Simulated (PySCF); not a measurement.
## Xe(26+): ionisation energy

Xe(26+) [Ar] 3d10 (1S) → Xe(27+) [Ar] 3d9 (2D), as a difference of total energies. Computed with PySCF 2.14 in an even-tempered Gaussian basis (19 s from 3.4 bohr⁻², ratio 2.5; 13 p from 4.4 bohr⁻², ratio 2.5; 8 d from 4.4 bohr⁻², ratio 2.5; 4 f from 22 bohr⁻², ratio 2.7; 3 g from 32 bohr⁻², ratio 2.7), with scalar relativity by spin-free X2C-1e. Correlated levels: outer shells: [Ne] frozen; virtual orbitals above 40 to 60 times the deepest correlated orbital energy dropped. The calculations carry no spin-orbit coupling.

```json
{"method": "UHF", "ionisation energy (eV)": "1499.7"}
{"method": "LDA", "ionisation energy (eV)": "1499.4"}
{"method": "PBE", "ionisation energy (eV)": "1498.6"}
{"method": "PBE0", "ionisation energy (eV)": "1499.4"}
{"method": "r2SCAN", "ionisation energy (eV)": "1499.7"}
{"method": "M06-L", "ionisation energy (eV)": "1501.0"}
{"method": "TPSS", "ionisation energy (eV)": "1498.0"}
{"method": "MP2 (outer shells)", "ionisation energy (eV)": "1501.4"}
{"method": "SCS-MP2 (outer shells)", "ionisation energy (eV)": "1501.1"}
```

A first-order spin-orbit estimate (lowest level to lowest level, LS coupling) adds -5.411 eV.

Breit and QED terms and the two-electron picture change are absent.

For comparison: 1493 ± 4 eV (theoretical estimate listed by NIST; NIST Atomic Spectra Database, ionization energies).
